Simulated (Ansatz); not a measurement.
A CCSD(T) single point on C2H10GeOSi (`CO[SiH](C)[GeH3]`).

```yaml
crystal:
  periodic: [false, false, false]
  atoms:
    - {symbol: C, position_ang: [-0.679884, 2.232182, 0.332791]}
    - {symbol: O, position_ang: [-0.947181, 1.017361, -0.324949]}
    - {symbol: Si, position_ang: [0.201875, -0.137241, -0.581411]}
    - {symbol: C, position_ang: [-0.594207, -1.476690, -1.594852]}
    - {symbol: Ge, position_ang: [1.040764, -0.992668, 1.487996]}
    - {symbol: H, position_ang: [-1.581986, 2.845434, 0.300084]}
    - {symbol: H, position_ang: [0.133181, 2.783981, -0.153818]}
    - {symbol: H, position_ang: [-0.408668, 2.071253, 1.382789]}
    - {symbol: H, position_ang: [1.354403, 0.469907, -1.316542]}
    - {symbol: H, position_ang: [0.127844, -2.264571, -1.823525]}
    - {symbol: H, position_ang: [-1.431652, -1.924855, -1.056026]}
    - {symbol: H, position_ang: [-0.968704, -1.068931, -2.536766]}
    - {symbol: H, position_ang: [1.627558, 0.113929, 2.385443]}
    - {symbol: H, position_ang: [2.165754, -2.014522, 1.232583]}
    - {symbol: H, position_ang: [-0.061096, -1.705368, 2.295402]}
basis:
  gaussian: {orbitals: def2-TZVPP}
correlation: {method: ccsd_t}
output: {orbitals: {seedname: orbitals}}
```

```sh
$ ansatz run in.yaml --threads 8 --pin off --events-out ev --progress --plain --max-ram 18278MiB
```

The program prints (abridged):

```
Functional definition: HF
1894 factors; integrals over basis functions are off by at most 1.1e-3 eV
mean field evaluation 1: about -68591.0992 eV, gradient 4.0e1 eV
mean field evaluation 2: about -68591.3711 eV, gradient 4.1e1 eV
mean field evaluation 4: about -68595.4129 eV, gradient 5.1e0 eV
mean field evaluation 8: about -68595.4959 eV, gradient 2.4e-1 eV
mean field -68595.49623084 eV, -2520.8379907862 hartree, gradient 6.6e-6 eV, S^2 0.000000; 0 other end points of the search recorded, 0 dependent functions left out
17 core orbitals not correlated: weight in the atoms' cores, before any rotation towards them, 1.000 or more for the frozen orbitals, at most 0.000 for the correlated occupied ones
reference -68595.49623084 eV, -2520.8379907862 hartree; 21, 21 occupied and 285, 285 virtual orbitals, 1894 factors
second order -26.68078600 eV of doubles, -0.00000000 eV of singles
cycle   1  -27.29763736 eV  change   -6.2e-1 eV  update   1.2e-1
cycle   2  -28.07305737 eV  change   -7.8e-1 eV  update   3.4e-2
cycle   3  -28.20290290 eV  change   -1.3e-1 eV  update   1.7e-2
cycle   4  -28.19054485 eV  change    1.2e-2 eV  update   3.9e-3
cycle   5  -28.18918822 eV  change    1.4e-3 eV  update   1.7e-3
cycle   6  -28.18924807 eV  change   -6.0e-5 eV  update   4.6e-4
cycle   7  -28.18894695 eV  change    3.0e-4 eV  update   1.8e-4
cycle   8  -28.18892367 eV  change    2.3e-5 eV  update   5.4e-5
cycle   9  -28.18893928 eV  change   -1.6e-5 eV  update   2.2e-5
perturbative correction -1.02402894 eV, -0.0376323694 hartree
Total energy: -68624.70919906 eV, -2521.9115475670 hartree
```

Run time 6.4 min (8 threads of an Arm Neoverse V2 on a shared host); peak host memory 13 GiB.

MP2 recovers 91.3 % of the CCSD(T) correlation energy and the triples give 3.5 %; T1 = 0.0116.
